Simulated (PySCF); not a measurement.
C₆H₄BF₄ (charge -1).
Numbering: `[F:1][c:2]1[cH:3][cH:4][b-:5]([C:6]([F:7])([F:8])[F:9])[cH:10][cH:11]1` (hydrogens: H12 on C3; H13 on C4; H14 on C10; H15 on C11)
Bond orders are those of one Lewis drawing.

Computed by this run: PySCF 2.14.0, PBE0-D3(BJ)/def2-SVP geometry optimisation, gas phase; density fitting, grid level 1; the optimiser is geomeTRIC in internal coordinates, started from a GFN2-xTB structure with every atom displaced at random (about 0.01 Å).

Step 0: E = -17801.1147 eV
```
atom  x, y, z in Å  |  force x, y, z in eV/Å
F1     -3.4388   -0.1026   -0.3228   -0.141   0.056  -0.028
C2     -2.0791   -0.0469   -0.1994   -0.974   0.168  -0.062
C3     -1.4761    1.1919   -0.1926    2.223  -0.363   0.259
C4     -0.0470    1.2842   -0.0589   -2.404  -0.353  -0.272
B5      0.7161    0.0215    0.0560    1.324   0.247   0.241
C6      2.3282    0.0540    0.2079    1.256  -0.249   0.162
F7      2.9014    1.2711    0.4538   -0.543  -0.118  -0.085
F8      3.0225   -0.3888   -0.9043   -0.532   0.031   0.432
F9      2.8293   -0.7286    1.2372   -0.495   0.211  -0.574
C10    -0.0290   -1.2670    0.0530   -0.430   0.058  -0.106
C11    -1.4128   -1.2501   -0.0789    0.506  -0.252  -0.021
H12    -2.0756    2.0778   -0.2700   -0.619   0.612  -0.098
H13     0.3109    2.2956   -0.0588    0.626   0.707   0.039
H14     0.4206   -2.2421    0.1340    0.428  -0.633   0.092
H15    -1.9949   -2.1714   -0.1072   -0.225  -0.125   0.021
```

**Question.** Estimate the geometry and energy of step 1. (The exact step hangs on the optimiser's Hessian estimate; all steps are aligned on step 0, rigid shifts and turns removed.)

**Answer.** E = -17801.2378 eV, largest force 0.588 eV/Å
```
atom  x, y, z in Å  |  force x, y, z in eV/Å
F1     -3.4393   -0.0811   -0.4394   -0.002   0.010   0.015
C2     -2.0912   -0.0471   -0.2349    0.110  -0.016   0.045
C3     -1.4457    1.1858   -0.2114   -0.018   0.140  -0.008
C4     -0.0602    1.2688   -0.0198   -0.126   0.138  -0.068
B5      0.7411    0.0080    0.1525   -0.067  -0.003   0.178
C6      2.3454    0.0517    0.2249   -0.353   0.172  -0.437
F7      2.8457    1.2773    0.5301    0.146  -0.032   0.130
F8      2.8751   -0.2418   -0.9988    0.259  -0.037  -0.020
F9      2.9529   -0.8091    1.0754   -0.006  -0.037   0.149
C10    -0.0339   -1.2822    0.1361    0.143  -0.134   0.037
C11    -1.4153   -1.2530   -0.0564   -0.144  -0.030  -0.068
H12    -2.0681    2.0841   -0.3534    0.056  -0.128   0.018
H13     0.3676    2.2829   -0.0230    0.020  -0.114   0.015
H14     0.4214   -2.2765    0.2595   -0.015   0.065  -0.007
H15    -2.0194   -2.1692   -0.0924   -0.003   0.003   0.022
```

The energy changes by -0.1231 eV. The first-order estimate −F·Δx gives -0.3339 eV and the mean of the old and new forces, exact on a quadratic surface, -0.1333 eV. The step makes an angle of 80° with the force vector and moves no atom by more than 0.229 Å.

The cost below is that of the whole optimisation. On 2 threads of an Intel Xeon 6975P-C, no GPU (shared host), this took 63 s wall, 2.7 min CPU and 0.77 GiB of memory at its peak.
